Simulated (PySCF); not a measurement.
F₂HS, charge +1. Atoms are numbered in the order given.

```xyz
4

F     -0.0312    -0.4721    -1.1812
S      0.1092     0.4735     0.0000
F     -0.0312    -0.4721     1.1812
H     -1.1856     0.9216     0.0000
```
Charge +1, spin multiplicity 1.

Coordinates come from a PBE0-D3(BJ)/def2-TZVP optimisation. The isomer is the one that the SMILES or the coordinates give; other isomers of the formula were not compared.

These are TDDFT-PBE/def2-SVPD in PySCF values and carry that method's errors.

Vertical excitations. Gas-phase values at a fixed geometry. State labels are in the subgroup Cs.

Computed lowest excited states:
```json
[
 {"state": "S1", "symmetry": "A\"", "energy (eV)": "6.46", "λ (nm)": "192", "f": "0.010", "main pairs": "HOMO→LUMO 98 %"},
 {"state": "S2", "symmetry": "A'", "energy (eV)": "7.03", "λ (nm)": "176", "f": "0.024", "main pairs": "HOMO→LUMO+1 97 %"},
 {"state": "S3", "symmetry": "A'", "energy (eV)": "8.90", "λ (nm)": "139", "f": "0.010", "main pairs": "HOMO−1→LUMO 97 %"},
 {"state": "S4", "symmetry": "A'", "energy (eV)": "9.12", "λ (nm)": "136", "f": "0.000", "main pairs": "HOMO−3→LUMO 93 %"},
 {"state": "S5", "symmetry": "A\"", "energy (eV)": "9.22", "λ (nm)": "134", "f": "0.000", "main pairs": "HOMO−1→LUMO+1 70 %, HOMO−2→LUMO 26 %"},
 {"state": "S6", "symmetry": "A\"", "energy (eV)": "9.48", "λ (nm)": "131", "f": "0.002", "main pairs": "HOMO−3→LUMO+1 83 %, HOMO−2→LUMO 16 %"},
 {"state": "S7", "symmetry": "A'", "energy (eV)": "9.54", "λ (nm)": "130", "f": "0.107", "main pairs": "HOMO→LUMO+2 90 %"},
 {"state": "S8", "symmetry": "A'", "energy (eV)": "9.70", "λ (nm)": "128", "f": "0.011", "main pairs": "HOMO−2→LUMO+1 97 %"},
 {"state": "S9", "symmetry": "A\"", "energy (eV)": "10.20", "λ (nm)": "122", "f": "0.097", "main pairs": "HOMO−2→LUMO 48 %, HOMO−1→LUMO+1 24 %, HOMO−3→LUMO+1 12 %"},
 {"state": "S10", "symmetry": "A\"", "energy (eV)": "11.42", "λ (nm)": "109", "f": "0.007", "main pairs": "HOMO−4→LUMO 97 %"},
 {"state": "T1", "symmetry": "A\"", "energy (eV)": "5.39", "λ (nm)": "230", "f": "0", "main pairs": "HOMO→LUMO 99 %"},
 {"state": "T2", "symmetry": "A'", "energy (eV)": "5.69", "λ (nm)": "218", "f": "0", "main pairs": "HOMO→LUMO+1 99 %"},
 {"state": "T3", "symmetry": "A'", "energy (eV)": "8.28", "λ (nm)": "150", "f": "0", "main pairs": "HOMO−1→LUMO 99 %"},
 {"state": "T4", "symmetry": "A\"", "energy (eV)": "8.43", "λ (nm)": "147", "f": "0", "main pairs": "HOMO−2→LUMO 98 %"}
]
```
Triplets are in the Tamm–Dancoff approximation, which puts them higher than full response would, so one can lie above its singlet here.
